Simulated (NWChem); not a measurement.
Molecule: CH$_{4}$AlI; SMILES [CH3][AlH][I]

```xyz
7

Al    -0.4918    -1.5068     0.1545
H     -1.8830    -2.0130    -0.4087
I      0.2256     0.7529    -0.5947
C      0.6397    -2.5322     1.3603
H      0.0921    -2.7711     2.2883
H      1.5666    -2.0066     1.6338
H      0.9133    -3.4975     0.9004
```
Atoms are numbered in this order, from 1.

Level: PBE0/def2-SVP with def2 effective core potentials on I (NWChem), optimised geometry, unscaled harmonic frequencies. def2 effective core potentials on I; no spin-orbit coupling.

Question: List the harmonic frequencies with IR intensities, and the thermochemistry.

Answer: 
```csv
frequency (cm⁻¹),IR intensity (km/mol)
30,0.0
143,2.4
336,36.0
390,48.5
560,32.1
656,79.3
665,99.2
755,240.2
1209,23.1
1413,1.9
1419,3.4
1955,181.5
3045,0.8
3137,1.4
3172,0.7
```

The zero-point energy comes out as 27.0 kcal/mol and the thermal correction to the enthalpy at 298.15 K (with zero-point energy) comes out as 31.1 kcal/mol. The heat capacity Cv comes out as 17.0 cal/(mol K) and the entropy at 298.15 K and 1 atm (symmetry number 1) is 79.9 cal/(mol K).

Rigid rotor and harmonic oscillator; modes under 100 cm⁻¹ make the entropy uncertain.
